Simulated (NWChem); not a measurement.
Species: CH₃FO₂Si; SMILES O=C[Si@@H](O)F

```xyz
8

O      0.1150    -2.0221     0.3486
C      0.7724    -1.1857    -0.2311
Si    -0.0472     0.5490    -0.4107
O     -1.5484     0.2919     0.1959
F      0.8203     1.5724     0.5002
H      1.7997    -1.4434    -0.6016
H     -0.0949     1.1253    -1.7722
H     -1.5926    -0.5628     0.6520
```
Atoms are numbered in this order, from 1.

All runs: NWChem. All runs use the structure optimised with PBE0/def2-SVP. Hybrids' shares of exact exchange are those that their runs print; pure functionals count as 0. The functionals differ in more than this share.

```
row               share of exact exchange  highest occupied level (eV)
----------------  -----------------------  ---------------------------
PBE/def2-TZVP                        0.00                        -6.19
BLYP/def2-TZVP                       0.00                        -6.12
B3LYP/def2-TZVP                      0.20                     withheld
PBE0/def2-TZVP                       0.25                        -7.70
PW6B95/def2-TZVP                     0.28                        -7.86
```

### Question
Fit a straight line of the last column on the one before it, predict the withheld value, and compare with the run.

### Answer

1. Means of the 4 shown rows: x = 0.133, y = -6.968. Slope Σ(x − x̄)(y − ȳ)/Σ(x − x̄)² = -0.4330/0.07068 = -6.127; intercept -6.156.
2. The shown rows scatter about the line by 0.026 (root mean square); the largest residual is +0.04, at BLYP/def2-TZVP.
3. At x = 0.20 (B3LYP/def2-TZVP; inside the shown range) the line gives -7.38.
4. The run gives -7.50, -0.12 from the line, 4.6 times the scatter.
